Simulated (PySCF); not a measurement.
## NMR data sheet: C$_{3}$H$_{9}$ClSi$_{3}$

| Quantity | Value |
| --- | --- |
| Formula | C3H9ClSi3 |
| SMILES | C=C1C[Si@@H]([SiH3])[Si@@H]1Cl |
| InChI | InChI=1S/C3H9ClSi3/c1-3-2-6(5)7(3)4/h6-7H,1-2H2,5H3/t6-,7-/m0/s1 |
| Point group of the computed structure | C1 |
| Degrees of unsaturation | 2 |
| Carbon signals | 3 |
| Proton signals | 7 |

Structure with atom numbers: `[CH2:1]=[C:2]1[CH2:3][Si@@H:4]([SiH3:5])[Si@@H:6]1[Cl:7]`; H(Xn) means a hydrogen on atom n. Ha(C1) is cis to C3; Ha(C3) is cis to Si5 on the ring; Hb(C1) is trans to C3; Hb(C3) is trans to Si5 on the ring.

- NMR shieldings at PBE0/pcSseg-1/GIAO
- coordinates at the GFN2-xTB level
- run in PySCF 2.14
- fast rotation and ring inversion assumed for equivalent nuclei, no relativistic terms, a single conformation, no solvent model

References, each an isolated molecule treated in the same way: ¹H (σ = 31.72 ppm) and ¹³C (σ = 186.93 ppm) and ²⁹Si (σ = 349.16 ppm) vs TMS.

| carbon | δC, type | δH (multiplicity) | HMBC from (2–3 bonds) | span of the C tensor (ppm) |
| --- | --- | --- | --- | --- |
| C1 | 137.7, CH2 | Ha(C1) 6.19 (br s); Hb(C1) 6.00 (br s) | H(Si6), Hb(C3), Ha(C3) | 218 |
| C2 | 164.4, C | – | Ha(C1), H(Si6), Hb(C1), H(Si4), Hb(C3), Ha(C3) | 203 |
| C3 | 23.0, CH2 | Ha(C3) 2.24 (m); Hb(C3) 2.43 (m) | Ha(C1), H(Si6), Hb(C1), H(Si4), H(Si5) | 45 |

Other nuclei:
| atoms | nucleus | environment | δ (ppm) | σ (ppm) |
| --- | --- | --- | --- | --- |
| H(Si6) | ¹H | hydrogen on a silicon bonded to C, Cl, Si, in a 4-membered ring | 6.05 | 25.67 |
| H(Si4) | ¹H | hydrogen on a silicon bonded to C, 2 Si, in a 4-membered ring | 4.74 | 26.98 |
| H(Si5) | ¹H | hydrogen on a silicon bonded to Si | 3.52 | 28.19 |
| Si6 | ²⁹Si | silicon bonded to C, Cl, Si, H, in a 4-membered ring | 2.4 | 346.8 |
| Si4 | ²⁹Si | silicon bonded to C, 2 Si, H, in a 4-membered ring | -57.2 | 406.4 |
| Si5 | ²⁹Si | silicon bonded to Si, 3 H | -115.9 | 465.0 |

1. Carbon types of the structure: 1 × C, 2 × CH2, leaving 5 H on heteroatoms.
2. δC 164.4: fully substituted alkene carbon; an sp2 carbon of a C=C bond.
3. δC 137.7: terminal =CH2 carbon; as expected for a trigonal carbon in a double bond.
4. δH 6.19, 6.00: hydrogen on a terminal =CH2 carbon; attached to an sp2 carbon and in the plane of the double bond.
5. δH 3.52: hydrogen on a silicon bonded to Si.
6. δH 2.43, 2.24: hydrogen on an allylic sp3 CH2 bonded to Si; allylic position.

Shifts are as computed. Against solution values, carbons near 30 ppm lie about +3 ppm off and those near 130 ppm about +5 ppm. Of 1309 compounds with measured shifts, 239 miss one by over three times the rms of a fit or turn the order of signals round; such compounds aren't used in these exercises. Multiplicities follow the n + 1 count of equivalent neighbours, as no J values were calculated; m marks all less simple cases, F and P coupling included.
